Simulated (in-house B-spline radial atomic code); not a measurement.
**RPA and G0W0 on Hartree-Fock: P XII (P11+)**

Configuration [He] 2s2, mean-field start Hartree-Fock. Computed with a B-spline radial code for spherical atoms: all electrons, non-relativistic, point nucleus, each spin shell either full or empty, empty states to l = 9 with an (l + 1/2)⁻⁴ tail; G0W0 by contour deformation at full frequency.

Command:
```bash
python run_gw.py task.json out
```
Settings (radii: box in bohr, nucleus in fm):
```
Z                        15
electrons                4
configuration            [He] 2s2
hamiltonian              nr
method                   hf
lmax                     9
spin_polarised           False
box_radius               6.2
intervals                45
ion_configuration        [He] 2s1
```

Cost of the run: 1.3 s on 1 thread of Arm Neoverse N1, with other jobs on the host.

Energies (hartree):

```
                                     term       value
                         mean-field total  -258.50030
Hartree-Fock functional on these orbitals  -258.50030
                      direct second order    -0.31737
                    second-order exchange     0.15517
                         SOSEX correction      0.1333
```

Question: What is the RPA correlation energy, and what remains with SOSEX?

Answer: RPA gives -0.27288 hartree (-1.86 eV per electron); RPA + SOSEX gives -0.13958, and the second-order doubles (MP2) -0.1622 hartree. SOSEX takes back 49 % of the RPA value.

Quasi-particle levels (eV):

```
level  occupied  mean field  Σx - vxc     Σc  QP weight      G0W0
   2s       yes     -554.31      0.00      ?          ?         ?
   1s       yes    -2664.48      0.00   4.02      0.990  -2660.46
   2p        no     -478.15      0.00  -1.30      0.989   -479.45
```

G0W0 = mean field + (Σx - vxc) + Σc, with Σc (partial-wave tail included) taken at the quasi-particle energy.

Question: Where does G0W0 put 2s?

Answer: At -558.11 eV, with Σc = -3.80 eV and a quasi-particle weight of 0.980. The tabulated removal energy is 560.62 ± 0.1 eV (NIST, semi-empirical); the calculation leaves out relativity, Breit and QED terms, and what these don't explain is the method's own error.

Question: What does it cost to remove one electron (to [He] 2s1) by differences of total energies, each species on its own start (correlation terms add to the Hartree-Fock functional)?

Answer: Hartree-Fock functional 554.01 eV, + RPA 557.48 eV, + RPA + SOSEX 556.46 eV, + second order 557.04 eV. Tabulated: 560.62 ± 0.1 eV (NIST, semi-empirical); the calculation leaves out relativity, Breit and QED terms, and what these don't explain is the method's own error.
